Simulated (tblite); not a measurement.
C₁₂H₁₀O₂.
Cartesian coordinates in Å at the GFN2-xTB level; atoms count from 1:
```xyz
24
C12H10O2 angstrom
C      3.7631   -0.2512   -0.2043
O      2.5334    0.4128   -0.0399
C      1.3872   -0.3137   -0.1144
C      1.3329   -1.6668   -0.3449
C      0.0938   -2.3144   -0.4023
C     -1.0789   -1.6326   -0.2341
C     -1.0742   -0.2431    0.0042
C     -2.2535    0.5391    0.1898
C     -3.6050   -0.0269    0.1495
O     -4.6199    0.6105    0.3029
C     -2.1536    1.8999    0.4205
C     -0.9187    2.5411    0.4780
C      0.2292    1.8136    0.3021
C      0.1790    0.4270    0.0654
H      4.5278    0.5175   -0.1056
H      3.8415   -0.7141   -1.1932
H      3.9149   -1.0124    0.5675
H      2.2290   -2.2499   -0.4837
H      0.0757   -3.3788   -0.5842
H     -2.0091   -2.1733   -0.2871
H     -3.6645   -1.1135   -0.0361
H     -3.0691    2.4577    0.5559
H     -0.8707    3.6043    0.6593
H      1.1979    2.2868    0.3423
```

Calculated harmonic vibrations of the isolated species, GFN2-xTB (tblite), most abundant isotopes, no scaling. Against measured fundamentals such values can be off by several per cent, at times by over 20. One conformer, not necessarily the lowest.

Harmonic wavenumbers (cm⁻¹): 50.3, 52.2, 100.9, 149.5, 171.7, 178.7, 234.3, 240.8, 271.7, 329.3, 354.5, 428.0, 448.9, 464.6, 478.4, 520.5, 537.4, 620.1, 625.0, 715.7, 748.4, 763.8, 775.5, 810.5, 850.6, 857.8, 897.5, 904.0, 918.2, 920.5, 928.0, 1049.4, 1109.1, 1117.5, 1119.8, 1154.8, 1168.5, 1183.3, 1203.9, 1229.7, 1235.5, 1251.4, 1328.3, 1375.3, 1379.8, 1395.5, 1404.4, 1416.0, 1445.4, 1470.3, 1482.4, 1511.9, 1558.1, 1582.7, 1602.8, 1722.3, 2801.6, 2935.5, 2948.3, 3029.1, 3083.4, 3084.4, 3091.6, 3107.9, 3109.2, 3115.3.

A = 1500, B = 478.0, C = 363.3 MHz; mass 186.068 u (most abundant isotopes); point group Cs, symmetry number 1.

**Question.** Zero-point energy?

**Answer.** ½Σν̃ = 40076 cm⁻¹ = 114.58 kcal/mol.

**Question.** Entropy at 500 K, 1 bar (ideal gas, RRHO, classical rotation)?

**Answer.** Translation 44.16, rotation 33.03, vibration 63.55: S = 140.7 cal/(mol K).

**Question.** And Cp and H(500 K) − H(0)?

**Answer.** Cp = 74.29 cal/(mol K), of which vibrations give 66.34 (their classical limit is 66 R = 131.2); H(500 K) − H(0) = 20.76 kcal/mol without the zero-point energy, 16.78 from vibrations.

**Question.** What must be added to the electronic energy to get the Gibbs energy at 500 K and 1 bar?

**Answer.** ZPE + [H(500 K) − H(0)] − T·S = 114.58 + 20.76 − 70.37 = 64.97 kcal/mol.

**Question.** Which modes carry the vibrational entropy at 500 K?

**Answer.** 50.3 cm⁻¹: 5.83; 52.2 cm⁻¹: 5.76; 100.9 cm⁻¹: 4.45; 149.5 cm⁻¹: 3.68; 171.7 cm⁻¹: 3.41; 178.7 cm⁻¹: 3.33 cal/(mol K); the other 60 give 37.09 together.

**Question.** How do the functions run with temperature in this model?

**Answer.** 
```
 T (K)  S (cal/(mol K))  Cp (cal/(mol K))  H − H(0) (kcal/mol)  G − H(0) (kcal/mol)  ln q(vib)
   150             83.9              27.6                 2.59                -9.99       3.50
   250            101.3              41.6                 6.05               -19.27       6.71
298.15            109.2              48.6                 8.22               -24.34       8.30
   400            125.5              62.6                13.90               -36.30      11.71
   600            155.2              83.8                28.68               -64.42      18.45
   900            193.2             103.2                57.02              -116.86      28.14
```

q(vib) and H(0) count from the zero-point level.

Hindered rotation and anharmonicity are outside this model. Other conformers, if any are populated, would add a mixing term that is left out.
